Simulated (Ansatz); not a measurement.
Basis-set extrapolation for BH$_{9}$Si$_{3}$, SMILES `B[SiH]([SiH3])[SiH3]` (PBE0-D4/def2-TZVP geometry, frozen core, Ansatz). Multiplicity 1, RHF reference.

```csv
,def2-TZVPP,def2-QZVPP
HF,-896.719171,-896.747020
MP2 correlation,-0.484042,-0.517853
CCSD(T) correlation,-0.585343,not run
```

Energies in hartree. Use E(X) = E(∞) + A·exp(−7.88·√X) for Hartree–Fock and E(X) = E(∞) + B·X^(−2.97) for correlation, with X = 3 and 4, and add CCSD(T) minus MP2 of the smaller set to the MP2 limit.

Q: What is the CCSD(T) energy at the basis-set limit?

A: HF limit: -896.747020 + (-0.027849) × 0.13774 = -896.75086. MP2 limit: -0.517853 + (-0.033811) × 0.74074 = -0.54290. Higher-order term: -0.585343 − (-0.484042) = -0.10130. Total: -897.39506 hartree, 237.7 kJ/mol below CCSD(T)/def2-TZVPP.
